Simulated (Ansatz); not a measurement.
`C[SiH2]C=O` + `C[SiH](S)Cl` → `C[SiH2]S[SiH](C)Cl` + `C=O`  (ligand exchange at the Si–C bond)

Gas-phase electronic energies from Ansatz, PBE0-D4/def2-TZVP geometries. CCSD(T)/CBS is the MP2 limit (def2-TZVPP, def2-QZVPP) plus CCSD(T) − MP2 in def2-TZVPP, frozen cores. This one scheme is used for every species. Functionals use def2-TZVPP. Each species was taken in one conformer, which may not be the lowest.

`C[SiH2]C=O`:

Cartesian coordinates in Å:
```
C 0.520 -1.026 -0.874
Si 0.506 0.500 0.189
C -1.256 0.762 0.920
O -2.168 0.010 0.678
H -0.202 -0.927 -1.688
H 0.240 -1.901 -0.284
H 1.508 -1.198 -1.304
H 0.848 1.736 -0.570
H 1.444 0.407 1.344
H -1.439 1.638 1.589
```

`C[SiH](S)Cl`:

```xyz
9

C     0.123   -0.856    0.815
Si   -0.198    0.068   -0.761
S    -0.894    2.050   -0.422
Cl    1.545    0.058   -1.863
H    -0.789   -0.904    1.414
H     0.899   -0.359    1.401
H     0.458   -1.872    0.595
H    -1.252   -0.553   -1.594
H     0.108    2.367    0.416
```

`C[SiH2]S[SiH](C)Cl`:

Cartesian coordinates in Å:
```
C 0.376 -0.885 -2.542
Si 1.190 -0.542 -0.905
S 0.202 -1.583 0.699
Si -1.142 -0.083 1.368
C -0.305 1.329 2.230
Cl -2.238 0.696 -0.205
H 0.920 -0.384 -3.347
H -0.654 -0.525 -2.538
H 0.367 -1.958 -2.747
H 1.200 0.914 -0.606
H 2.588 -1.042 -0.891
H -2.097 -0.783 2.256
H -1.049 2.052 2.574
H 0.391 1.839 1.562
H 0.251 0.955 3.093
```

`C=O`:

Cartesian coordinates in Å:
```
C 0.000 0.004 -0.003
O -0.088 -0.954 0.707
H -0.300 -0.026 -1.070
H 0.388 0.975 0.366
```

Question: Is it downhill or uphill in electronic energy at CCSD(T)/CBS, and by how much? (Estimate.)

Answer: Ansatz gave: Downhill: ΔE = -88.0 kJ/mol.

Question: What do these levels give: PBE-D4, ωB97X-V, B2PLYP, PBE, MP2/CBS(def2), CCSD/CBS(def2)? (Estimate.)

Answer: The calculation gave: PBE-D4 -82.0, ωB97X-V -83.6, B2PLYP -79.2, PBE -73.0, MP2/CBS(def2) -97.8, CCSD/CBS(def2) -86.1 kJ/mol.

Largest T1 diagnostic among the species: 0.015.

In def2-TZVPP, CCSD(T) changes the Hartree–Fock value by −6.5 kJ/mol (the triples alone add −1.9 kJ/mol) and MP2 by −16.2 kJ/mol. From PBE to PBE0 (25 % exact exchange), in def2-TZVPP and without D4, ΔE moves by −6.3 kJ/mol. The D4 term adds −14.4 kJ/mol with B3LYP and −8.4 kJ/mol with PBE0; it sums over pairs of atoms, weighted by their polarisabilities, and B3LYP, whose exchange is more repulsive, gets the larger term.

B3LYP here is the variant with VWN-RPA as its local correlation; programs differ in this.
